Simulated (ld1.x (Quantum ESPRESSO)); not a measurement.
## An all-electron radial function and its pseudo partner (indium)

Columns: radius, all-electron u(r) and pseudo u(r) of the 5p shell (level -8.70 eV) of indium in the configuration [Kr] 4d10 5s2 5p0; LDA (PZ), scalar-relativistic, TM scheme, ld1.x (Quantum ESPRESSO) 7.5.

```json
{"r (bohr)": "0.140", "all-electron": "-0.0201", "pseudo": "-0.0028"}
{"r (bohr)": "0.280", "all-electron": "-0.1598", "pseudo": "-0.0111"}
{"r (bohr)": "0.420", "all-electron": "0.0212", "pseudo": "-0.0252"}
{"r (bohr)": "0.560", "all-electron": "0.2033", "pseudo": "-0.0454"}
{"r (bohr)": "0.700", "all-electron": "0.2687", "pseudo": "-0.0720"}
{"r (bohr)": "0.840", "all-electron": "0.2313", "pseudo": "-0.1054"}
{"r (bohr)": "0.980", "all-electron": "0.1344", "pseudo": "-0.1459"}
{"r (bohr)": "1.120", "all-electron": "0.0132", "pseudo": "-0.1933"}
{"r (bohr)": "1.260", "all-electron": "-0.1103", "pseudo": "-0.2471"}
{"r (bohr)": "1.400", "all-electron": "-0.2248", "pseudo": "-0.3057"}
{"r (bohr)": "1.540", "all-electron": "-0.3249", "pseudo": "-0.3667"}
{"r (bohr)": "1.680", "all-electron": "-0.4090", "pseudo": "-0.4270"}
{"r (bohr)": "1.820", "all-electron": "-0.4771", "pseudo": "-0.4829"}
{"r (bohr)": "1.960", "all-electron": "-0.5303", "pseudo": "-0.5313"}
{"r (bohr)": "2.100", "all-electron": "-0.5701", "pseudo": "-0.5699"}
{"r (bohr)": "2.240", "all-electron": "-0.5981", "pseudo": "-0.5979"}
{"r (bohr)": "2.380", "all-electron": "-0.6157", "pseudo": "-0.6156"}
{"r (bohr)": "2.520", "all-electron": "-0.6244", "pseudo": "-0.6244"}
{"r (bohr)": "2.660", "all-electron": "-0.6257", "pseudo": "-0.6257"}
{"r (bohr)": "2.800", "all-electron": "-0.6208", "pseudo": "-0.6208"}
{"r (bohr)": "2.940", "all-electron": "-0.6106", "pseudo": "-0.6106"}
{"r (bohr)": "3.080", "all-electron": "-0.5963", "pseudo": "-0.5963"}
{"r (bohr)": "3.220", "all-electron": "-0.5786", "pseudo": "-0.5786"}
{"r (bohr)": "3.360", "all-electron": "-0.5583", "pseudo": "-0.5583"}
{"r (bohr)": "3.500", "all-electron": "-0.5361", "pseudo": "-0.5361"}
{"r (bohr)": "3.640", "all-electron": "-0.5125", "pseudo": "-0.5125"}
```

Q: How many radial nodes do the two functions have?

A: The all-electron 5p function has n − l − 1 = 3 (the table is too coarse to show those close to the nucleus); the pseudo-wave has 0, since the states of the same l below it are removed with the core.

Q: At about which radius was the pseudo-wave matched?

A: 2.60 bohr. The columns agree to 0.0005 from 2.10 bohr on; several derivatives are matched, so the curves merge somewhat inside the radius.

Q: Is the pseudo-wave norm-conserving?

A: Yes: the TM scheme keeps the norm inside the radius equal to the all-electron one, which fixes the energy derivative of the logarithmic derivative at the level.
